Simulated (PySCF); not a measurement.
**Level sweep**

Compound: C4H8OSe.
Numbering: `[CH3:1][O:2][C@@H:3]1[CH2:4][CH2:5][Se:6]1` (hydrogens: H7, H8, H9 on C1; H10 on C3; H11, H12 on C4; H13, H14 on C5)

PySCF, dipoles from the SCF density, polarisabilities from static response with core orbitals frozen. Geometry: PBE0-D3(BJ)/def2-SVP, one conformer, isolated molecule. Relativistic effects, spin–orbit coupling among them, are left out although an element past zinc is present.

Question: How do dipole and polarisability depend on functional and basis here?

Answer: 

| level | μ (D) | α (au) | anisotropy (au) |
| --- | --- | --- | --- |
| LDA/def2-SVPD | 1.528 | 85.95 | 24.82 |
| PBE/def2-SVPD | 1.507 | 85.27 | 24.49 |
| B3LYP/def2-SVPD | 1.483 | 82.66 | 23.10 |
| PBE0/def2-SVPD | 1.524 | 81.62 | 22.87 |
| BHandHLYP/def2-SVPD | 1.515 | 79.50 | 21.85 |
| CAM-B3LYP/def2-SVPD | 1.474 | 80.91 | 22.20 |
| wB97X-D/def2-SVPD | 1.522 | 80.91 | 22.03 |
| LC-wPBE/def2-SVPD | 1.485 | 78.54 | 21.50 |
| HF/def2-SVPD | 1.661 | 77.02 | 20.60 |
| PBE0/6-31G* | 1.686 | 67.46 | 23.27 |
| PBE0/def2-SVP | 1.448 | 67.95 | 24.13 |
| PBE0/aug-cc-pVDZ | 1.567 | 82.93 | 23.81 |
| PBE0/def2-TZVP | 1.545 | 77.84 | 25.80 |

The anisotropy is √(½[(α1 − α2)² + (α2 − α3)² + (α3 − α1)²]). The dipole runs from 1.45 D (PBE0/def2-SVP) to 1.69 D (PBE0/6-31G*). No reference polarisability is at hand; against PBE0 in the largest diffuse basis at hand (aug-cc-pVDZ) the other PBE0 rows deviate by 6-31G* -19%, def2-SVP -18%, def2-SVPD -2%, def2-TZVP -6%. In one basis (def2-SVPD) the functionals order the polarisability from HF (lowest) to LDA (highest), a spread of 12%. With PBE0 the polarisability is 71.08 au without diffuse functions (mean of 6-31G*, def2-SVP and def2-TZVP) and 82.27 au with them (mean of def2-SVPD and aug-cc-pVDZ).
